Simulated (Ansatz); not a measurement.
Geometry optimisation, RKS PBE/6-31G* in Ansatz 0.2.0.

input.yaml

```yaml
crystal:
  periodic: [false, false, false]
  atoms:
    - { symbol: Si, position_ang: [0.0, 0.0, 0.0] }
    - { symbol: Cl, position_ang: [0.0, 0.0, 2.13] }
    - { symbol: "N", position_ang: [1.7163, 0.0, -0.6061] }
    - { symbol: H, position_ang: [2.2145, -0.918, -0.7868] }
    - { symbol: H, position_ang: [2.2175, 0.918, -0.7783] }
    - { symbol: F, position_ang: [-0.7489, 1.2974, -0.5295] }
    - { symbol: O, position_ang: [-0.7913, -1.3709, -0.5594] }
    - { symbol: C, position_ang: [-1.5365, -2.2685, 0.2501] }
    - { symbol: H, position_ang: [-1.2251, -2.1576, 1.3097] }
    - { symbol: H, position_ang: [-2.6187, -2.04, 0.1571] }
    - { symbol: H, position_ang: [-1.349, -3.3106, -0.083] }
basis:
  gaussian: { orbitals: "6-31G*" }
hamiltonian:
  xc: pbe
relax:
  f_tol: 0.02
  max_steps: 40
```

Run as:

```bash
$ ansatz run input.yaml --threads 4 --pin off --max-ram 5120MiB --backend cpu --events-out ev --progress --plain --runs-dir out
```

Task: Where does it end, and by what steps?

Result: It converged. The force dipped under the threshold on the way, but the program's further checks kept it going. After 14 steps the energy has fallen by 0.440 eV; O7 moved furthest, 0.41 Å.

```csv
step,energy less start (eV),largest force component (eV/Å),accepted
0,0.0000,2.570,yes
1,-0.3221,1.300,yes
2,-0.3983,0.467,yes
3,-0.4103,0.245,yes
4,-0.4235,0.213,yes
5,-0.4301,0.197,yes
6,-0.4355,0.087,yes
7,-0.4377,0.058,yes
8,-0.4386,0.061,yes
9,-0.4388,0.050,yes
10,-0.4393,0.029,yes
11,-0.4395,0.017,yes
12,-0.4397,0.032,yes
13,-0.4397,0.026,yes
14,-0.4398,0.013,yes
```

```xyz
11
Properties=species:S:1:pos:R:3
Si 0.108 -0.103 0.006
Cl 0.130 0.074 2.086
N 1.618 0.046 -0.776
H 2.272 -0.734 -0.723
H 2.101 0.944 -0.769
F -0.829 1.117 -0.484
O -0.476 -1.585 -0.396
C -1.550 -2.260 0.268
H -1.410 -2.270 1.363
H -2.519 -1.784 0.032
H -1.565 -3.297 -0.104
```

Whether the end is a true minimum wasn't checked by a vibrational analysis.

Run time: 29 s on 4 threads of Arm Neoverse V1 (shared host), peak memory 0.22 GiB.
